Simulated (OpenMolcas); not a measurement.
Mo3+ among 4 point charges of -1 e arranged as a tetrahedron (Td), 2.24 Å from the ion.
```
   1.2933    1.2933    1.2933  -1.00
   1.2933   -1.2933   -1.2933  -1.00
  -1.2933    1.2933   -1.2933  -1.00
  -1.2933   -1.2933    1.2933  -1.00
```

| Item | Value |
| --- | --- |
| Program | OpenMolcas |
| Method | SS-CASPT2, IPEA 0.25 Eh, imaginary shift 0.1 Eh (closed shells correlated: 4s 4p) |
| Basis | ANO-RCC-VTZP [7s6p4d2f1g] |
| Scalar Hamiltonian | DKH2, point nucleus |
| Active space | 3 electrons in 5 orbitals (4d) |
| State averaging | 2S+1 = 4 even, 10 roots; 2S+1 = 2 even, 40 roots |
| Spin-orbit coupling | state interaction with AMFI integrals over the reference wave functions |

(1) What is the spin-free ground state (labels of Td)?

(2) Where is the first state of the same spin?

(3) What are the lowest two levels with spin-orbit coupling?

(4) What is χT at 300 K, and how does it compare with the textbook value?

Answers

(1) 4T1, 3-fold in its orbital part, 100 % from free-ion F terms; it has the highest spin that d3 allows.

(2) 4T2 at 918 cm-1 above the ground state.

(3) A 4-fold level Γ8, then a 2-fold level Γ7 520 cm-1 above it. Their leading multiplicities are 4 (99 %) and 4 (100 %).

(4) The lowest level has 2S+1 = 4, for which the spin-only value is χT = S(S+1) / 2 = 1.875 cm3 K/mol (g = 2). The computed 0.343 at 300 K differs by -1.532, through orbital momentum, spin-orbit coupling and any other state in reach. With a threefold ground state the orbital momentum is unquenched, so the spin-only value is not expected to hold.

Roots that are degenerate in the reference are averaged as groups; the widest CASPT2 spread within a group is 200 cm-1 (the 3-fold group of multiplicity 4 near 0 cm-1 above the lowest state of its run). Shifts and gaps below about the spread of the groups concerned are not significant. An orbital triplet at a regular site is open to Jahn-Teller coupling, which can distort the site and quench the lowest spin-orbit gaps and is left out. Point charges give a weaker field than real ligands, and real ions of this kind are as a rule low spin; the high spin found here belongs to the model. The ground term spreads over less than 5000 cm-1, several times less than with real ligands, so orbital moments are less quenched and χT lies further from the spin-only value than at real sites. Free-ion shares, where given, are those of the reference states; single-state CASPT2 does not remix them. This is an electrostatic model: the charges have no orbitals. No measured value stands beside these numbers.
